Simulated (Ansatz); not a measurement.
```yaml
crystal:
  periodic: [false, false, false]
  atoms:
    - {symbol: Se, position_ang: [0.572919, -3.331222, 0.133761]}
    - {symbol: Se, position_ang: [-2.235808, 2.250279, -2.237220]}
    - {symbol: Se, position_ang: [1.461434, -0.752481, -3.728186]}
    - {symbol: Se, position_ang: [-3.730223, -1.465055, 0.741058]}
    - {symbol: Se, position_ang: [0.128778, -0.576323, 3.323118]}
    - {symbol: Se, position_ang: [0.757870, 3.728785, 1.471515]}
    - {symbol: Se, position_ang: [3.324818, -0.139001, 0.574760]}
    - {symbol: Cd, position_ang: [-3.069044, 0.346325, -0.716343]}
    - {symbol: Cd, position_ang: [-1.214186, -1.754479, 1.337665]}
    - {symbol: Cd, position_ang: [1.957616, -1.964848, 1.961612]}
    - {symbol: Cd, position_ang: [-0.337950, 0.720088, -3.067834]}
    - {symbol: Cd, position_ang: [-0.709234, 3.075752, -0.334992]}
    - {symbol: Cd, position_ang: [1.749690, -1.346922, -1.211534]}
    - {symbol: Cd, position_ang: [1.343320, 1.209082, 1.752620]}
basis:
  gaussian: {orbitals: def2-TZVP, fitting: {mean_field: def2-universal-jkfit}}
hamiltonian: {xc: {name: r2SCAN50}, dispersion: d3bjatm}
scf: {lower_state_search: full}
```

```sh
$ ansatz run in.yaml --threads 2 --pin off --events-out ev --progress --plain --max-ram 32768MiB --backend cuda --devices 0, --max-vram 18GiB
```

It prints (some lines left out):

```
Functional definition: r2SCAN50
3647 factors; integrals over basis functions are off by at most 5.2e-1 eV
mean field evaluation 1: about -489404.7415 eV, gradient 5.2e1 eV
mean field evaluation 2: about -489404.7337 eV, gradient 5.2e1 eV
mean field evaluation 4: about -489412.6576 eV, gradient 1.0e1 eV
mean field evaluation 8: about -489412.8870 eV, gradient 3.5e-1 eV
mean field evaluation 16: about -489412.8873 eV, gradient 8.2e-5 eV
mean field evaluation 32: about -489216.1299 eV, gradient 1.9e2 eV
mean field evaluation 64: about -489183.5756 eV, gradient 1.9e2 eV
mean field evaluation 96: about -489412.8873 eV, gradient 1.4e-4 eV
mean field evaluation 128: about -489412.8939 eV, gradient 6.5e-1 eV
mean field evaluation 160: about -489412.8873 eV, gradient 8.0e-5 eV
mean field -489412.88726059 eV, -17985.5918708571 hartree, gradient 8.2e-5 eV, S^2 0.000000; 4 other end points of the search recorded, 0 dependent functions left out
reference -489412.88727142 eV, -17985.5918712550 hartree; 189, 189 occupied and 427, 427 virtual orbitals, 3647 factors
Total energy: -489413.68348003 eV, -17985.6211313817 hartree
```

Hardware: 2 threads of AMD EPYC 7R13 on a shared host and a share (18 GiB) of an NVIDIA H100 80GB HBM3. Wall time 58 s, peak host memory 1.1 GiB.

In the def2 sets Cd takes a core potential; there is no spin–orbit coupling.
